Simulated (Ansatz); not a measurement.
System: GaH$_{2}$Cl, charge 0, singlet. GaH2Cl (SMILES [GaH2][Cl]).
B3LYP-D3(BJ)/def2-TZVP minimum from Ansatz (an electronic-structure program):
```
Ga
H 1 1.5569
H 1 1.5569 2 129.92
Cl 1 2.1661 2 115.04 3 180.00
```
Charge 0, spin multiplicity 1.

Total energies in def2-TZVPP, 12 correlated electrons, 19 frozen orbitals. UHF or UKS for unpaired electrons; spin-orbit terms are left out. Cores are frozen in correlated methods (noble-gas shells, and filled d and f shells in the p block). No relativity.

```
method    program  energy (Eh)  minus CCSDT(Q) (mEh)
--------  -------  -----------  --------------------
HF         Ansatz  -2383.97168                312.96
MP2        Ansatz  -2384.24188                 42.76
CCSD       Ansatz  -2384.27273                 11.92
CCSD(T)    Ansatz  -2384.28340                  1.24
CCSDT(Q)   Ansatz  -2384.28464                  0.00
```

Rough core times of Ansatz's runs on a shared machine: CCSD(T) under 20 s, CCSDT(Q) 4 min.
